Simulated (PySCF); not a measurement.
C5H6O3.
Atom-mapped SMILES: `[O:1]=[C:2]1[CH:3]=[CH:4][C@H:5]([CH2:6][OH:7])[O:8]1` (hydrogens: H9 on C3; H10 on C4; H11 on C5; H12, H13 on C6; H14 on O7)

The geometry is computed with GFN2-xTB (gas phase).

**Question.** What internal coordinates does the optimisation give?

**Answer.** 
```tsv
bond	length (Å)
O1=C2	1.196
C2–C3	1.481
C3=C4	1.329
C4–C5	1.494
C5–C6	1.544
C6–O7	1.394
C5–O8	1.419
C2–O8	1.357
C3–H9	1.072
C4–H10	1.074
C5–H11	1.098
C6–H12	1.100
C6–H13	1.092
O7–H14	0.966
```

A selection of angles:
```tsv
angle	degrees
O1–C2–C3	129.4
O1–C2–O8	123.0
C3–C2–O8	107.5
C2–C3–C4	108.2
C3–C4–C5	109.1
C4–C5–C6	113.5
C4–C5–O8	104.6
C6–C5–O8	109.2
C5–C6–O7	111.6
C2–O8–C5	110.5
H14–O7–C6	108.5
```

Torsions: O1–C2–C3–C4 -179° (antiperiplanar); C2–C3–C4–C5 1° (synperiplanar); C3–C4–C5–C6 118° (anticlinal); C4–C5–C6–O7 177° (antiperiplanar); C4–C5–O8–C2 2° (synperiplanar); O1–C2–O8–C5 179° (antiperiplanar); H14–O7–C6–C5 57° (synclinal).

Of the pairs four or more bonds apart, O8···H14 is among the closest relative to their van der Waals radii: 2.54 Å, 93 % of the sum of Bondi's values. The 4 C–C bonds span 1.329 Å (C3=C4, drawn double) to 1.544 Å (C5–C6, drawn single), a spread of 0.215 Å. O7 (alcohol oxygen) is bent (angle 108.5°). The 4 C–O bonds span 1.196 Å (O1=C2, drawn double) to 1.419 Å (C5–O8, drawn single), a spread of 0.223 Å. The 5-membered ring C2–C3–C4–C5–O8 has internal angles of 104.6° to 110.5°; it is planar, 0.01 Å rms from its mean plane, widest ring torsion 2°.

Point group: C1 (no symmetry element, even within 0.4 Å). GFN2-xTB frequencies: not computed here. The numbers are those of one conformer (C4–C5–C6–O7 177°, C5–C6–O7–H 57°).
